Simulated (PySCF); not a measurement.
Compound: C3H8F2Si2.
Cartesian coordinates in Å at the GFN2-xTB level; atoms count from 1:
```xyz
15
C3H8F2Si2 angstrom
F     -2.1500   -2.0124    1.0272
Si    -2.4323   -0.5467    0.4147
C     -1.1799   -0.2990   -1.0024
C      0.2132   -0.3818   -0.4857
C      0.9710    0.6564   -0.1471
F      0.4430    1.9116   -0.3145
Si     2.7319    0.6664    0.5318
H     -2.2099    0.3644    1.5240
H     -3.7979   -0.6048   -0.0847
H     -1.3457    0.6745   -1.4634
H     -1.3352   -1.0642   -1.7646
H      0.6264   -1.3679   -0.3393
H      3.6163    1.2725   -0.4659
H      2.7425    1.4627    1.7594
H      3.1024   -0.7239    0.7887
```

Method used: TDDFT CAM-B3LYP/def2-SVPD, vertical, gas phase, core orbitals frozen in the response (PySCF).

Transition dipole moments from the ground state, in atomic units and in the frame of the coordinates above (overall signs are arbitrary), for the states with f of 0.002 or more among the lowest 7:

```tsv
state	E (hartree)	μx	μy	μz
S1	0.2354	1.514	0.701	0.166
S2	0.2414	-0.483	-0.254	-0.105
S3	0.2572	0.706	0.315	0.340
S4	0.2724	-0.289	-0.153	0.021
S5	0.2761	0.280	0.081	0.204
S7	0.2859	0.043	0.020	0.094
```

(1) What oscillator strength does each state have?

(2) What angle do the transition dipoles of S3 and S4 make?

(3) What peak molar absorption coefficient would the strongest computed level give as a lone Gaussian band 0.4 eV wide at half height?

## Answers

(1) f = (2/3) ΔE |μ|² with ΔE in hartree (27.2114 eV).

```csv
state,|μ|² (au),|μ| (D),f
S1,2.810,4.26,0.441
S2,0.309,1.41,0.050
S3,0.712,2.15,0.122
S4,0.108,0.83,0.020
S5,0.126,0.90,0.023
S7,0.011,0.27,0.002
```

(2) |cos θ| = |μa·μb| / (|μa| |μb|) = 0.89, so θ ≈ 28° (taken between 0 and 90°, since the signs are arbitrary).

(3) ε(max) = 2.175×10⁸ f / FWHM, with the width in cm⁻¹. S1: 2.175×10⁸ × 0.4409 / 3226 ≈ 30000 L mol⁻¹ cm⁻¹.

One conformer stands for the species.
